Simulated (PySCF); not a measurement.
Si(H)(F)(vinyl)(OH) (C2H5FOSi), SMILES F[SiH](O)C=C.

Geometry: PBE0-D3(BJ)/def2-SVP. This is a generated structure with no PubChem entry under its InChIKey; it may be hypothetical. The values are those of a single conformer.

Level of theory: TDA-PBE0/def2-SVPD run with PySCF.

Vertical excitations. The molecule is in vacuum.

Computed lowest excited states:
```csv
state,energy (eV),λ (nm),f,main pairs
S1,6.45,192,0.004,HOMO−1→LUMO 97 %
S2,7.40,168,0.352,"HOMO→LUMO 66 %, HOMO→LUMO+1 20 %"
S3,7.75,160,0.035,"HOMO−2→LUMO 44 %, HOMO→LUMO+1 30 %, HOMO→LUMO+2 22 %"
S4,7.83,158,0.100,"HOMO−2→LUMO 41 %, HOMO→LUMO+2 34 %, HOMO→LUMO 10 %"
S5,8.11,153,0.070,"HOMO→LUMO+2 35 %, HOMO→LUMO+1 23 %, HOMO−3→LUMO 15 %, HOMO→LUMO+3 8 %"
S6,8.23,151,0.025,"HOMO−1→LUMO+1 44 %, HOMO−4→LUMO 17 %, HOMO−3→LUMO 12 %, HOMO→LUMO+1 9 %"
S7,8.37,148,0.021,"HOMO−1→LUMO+1 44 %, HOMO−3→LUMO 21 %, HOMO−4→LUMO 19 %"
S8,8.44,147,0.032,HOMO−1→LUMO+2 83 %
S9,8.60,144,0.078,HOMO→LUMO+3 65 %
S10,8.77,141,0.014,"HOMO−4→LUMO 39 %, HOMO−3→LUMO 35 %, HOMO→LUMO+3 8 %"
T1,4.16,298,0,HOMO→LUMO 93 %
T2,5.83,213,0,HOMO−1→LUMO 95 %
T3,7.46,166,0,"HOMO−2→LUMO 50 %, HOMO→LUMO+1 31 %"
T4,7.53,165,0,"HOMO→LUMO+1 40 %, HOMO→LUMO+2 24 %, HOMO−2→LUMO 22 %"
```
Triplets are in the Tamm–Dancoff approximation.
